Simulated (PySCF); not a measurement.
Ag: interval between two levels

Ag [Kr] 4d10 5s1 [2S1/2, M_J = 1/2] → Ag [Kr] 4d9 5s1 6s1 [4D7/2, M_J = 7/2], as a difference of total energies. Computed with PySCF 2.14 in x2c-TZVPall-2c with one added diffuse shell each of s, p, d type (9s10p8d1f, 86 functions), with the two-component X2C-1e Hamiltonian. Correlated levels: [Ar] 3d10 frozen; the 6 highest virtual spinors dropped. "Screened" scales the spin-orbit matrix elements by Boettger's factors to mimic the two-electron term; Breit and QED terms are absent.

```json
{"method": "GHF (spin-free)", "interval between two levels (cm⁻¹)": "68613"}
{"method": "GMP2 (spin-free)", "interval between two levels (cm⁻¹)": "78595"}
{"method": "GHF (screened spin-orbit)", "interval between two levels (cm⁻¹)": "66742"}
{"method": "GMP2 (screened spin-orbit)", "interval between two levels (cm⁻¹)": "76639"}
```

The labels give the starting determinants; with spin-orbit coupling the two ends relaxed to ⟨J²⟩ = 0.75, ⟨L²⟩ = 0.02, ⟨S²⟩ = 0.77 and ⟨J²⟩ = 15.76, ⟨L²⟩ = 6.02, ⟨S²⟩ = 3.77.

The promoted electron is Rydberg-like, and one or two diffuse shells describe it only roughly, which tends to raise the upper state.
